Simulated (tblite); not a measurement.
Compound: C₄H₁₂PSi₂ (doublet state).
Z-matrix (Å and degrees, GFN2-xTB geometry), rows numbered from 1:
```
C 
Si  1  1.9025
C   2  1.9149  1  110.88
C   3  1.5273  2  109.26  1  -146.45
C   4  1.5275  3  111.26  2    57.34
Si  5  1.9350  4  107.72  3   -52.17
P   6  2.2580  2  117.49  1  -133.99
H   1  1.0844  2  111.06  3  -179.96
H   1  1.0851  2  110.98  3   -60.44
H   1  1.0852  2  111.66  3    59.75
H   2  1.4772  1  107.64  3   118.22
H   3  1.0915  2  110.20  1   -26.80
H   3  1.0899  2  112.19  1    91.90
H   4  1.0943  3  109.11  2   -63.17
H   4  1.0949  3  110.11  2   179.39
H   5  1.0912  4  110.01  3  -174.49
H   5  1.0914  4  109.08  3    68.31
H   7  1.3833  6   94.44  2    76.64
H   7  1.3843  6   95.06  2   169.28
```

Method: GFN2-xTB as coded in tblite; computed harmonic values from a numerical Hessian at the method's own geometry, unscaled. Errors from tens to a few hundred cm⁻¹ against measured bands are possible. Modes of hydrogen on phosphorus and silicon can be 10 to 20 % off. One conformer, not necessarily the lowest. Open shells enter through the occupations alone, without spin polarisation, and single modes of such species can be off by tens of per cent.

Harmonic wavenumbers (cm⁻¹): 39.9, 75.5, 83.8, 109.1, 118.9, 137.7, 187.4, 260.3, 263.1, 376.2, 434.3, 486.8, 518.1, 638.3, 650.0, 654.1, 666.6, 682.8, 738.6, 758.2, 787.9, 821.8, 833.7, 948.6, 951.2, 1042.4, 1104.4, 1129.2, 1152.1, 1212.5, 1265.1, 1290.1, 1339.9, 1370.7, 1471.6, 1483.6, 1487.1, 1493.3, 1511.7, 2113.3, 2287.1, 2379.9, 2926.6, 2951.9, 2965.8, 2972.6, 2979.5, 2991.9, 3045.6, 3046.6, 3056.9.

A = 1982, B = 997.2, C = 770.6 MHz; mass 147.022 u (most abundant isotopes); point group C1, symmetry number 1; spin multiplicity 2.

Zero-point energy?

Half the sum of the wavenumbers: 32147 cm⁻¹ = 91.91 kcal/mol.

What is S at 298.15 K and 1 bar for an ideal gas of classical rigid rotors and harmonic oscillators?

Translation 40.89, rotation 29.74, vibration 34.64, spin (R ln 2) 1.38: S = 106.7 cal/(mol K).

And Cp and H(298.15 K) − H(0)?

Cp = 41.46 cal/(mol K), of which vibrations give 33.51 (their classical limit is 51 R = 101.3); H(298.15 K) − H(0) = 7.64 kcal/mol without the zero-point energy, 5.27 from vibrations.

How do the functions run with temperature in this model?

```csv
T (K),S (cal/(mol K)),Cp (cal/(mol K)),H − H(0) (kcal/mol),G − H(0) (kcal/mol),ln q(vib)
100,74.5,21.2,1.46,-5.99,2.30
200,92.3,31.2,4.07,-14.38,5.54
300,106.9,41.6,7.72,-24.35,8.59
500,132.5,59.0,17.88,-48.36,14.37
800,164.2,75.7,38.29,-93.03,22.34
1000,181.9,83.1,54.20,-127.68,27.17
```

q(vib) and H(0) count from the zero-point level.

Which modes carry the vibrational entropy at 298.15 K?

39.9 cm⁻¹: 5.26; 75.5 cm⁻¹: 4.00; 83.8 cm⁻¹: 3.80; 109.1 cm⁻¹: 3.28; 118.9 cm⁻¹: 3.12; 137.7 cm⁻¹: 2.84 cal/(mol K); the other 45 give 12.34 together.

Blend soft modes into free rotors: weight 1/[1 + (100 cm⁻¹/ν̃)⁴] for the oscillator and the rest for a rotor with moment μB/(μ + B), μ = h/(8π²ν), B = 10⁻⁴⁴ kg m². What vibrational entropy results?

31.61 cal/(mol K) in place of 34.64, which changes −T·S at 298.15 K by +0.91 kcal/mol.

Hindered rotation and anharmonicity are outside this model. Other conformers, if any are populated, would add a mixing term that is left out. The structure is chiral; the term R ln 2 for an equal mix with its mirror image is left out.
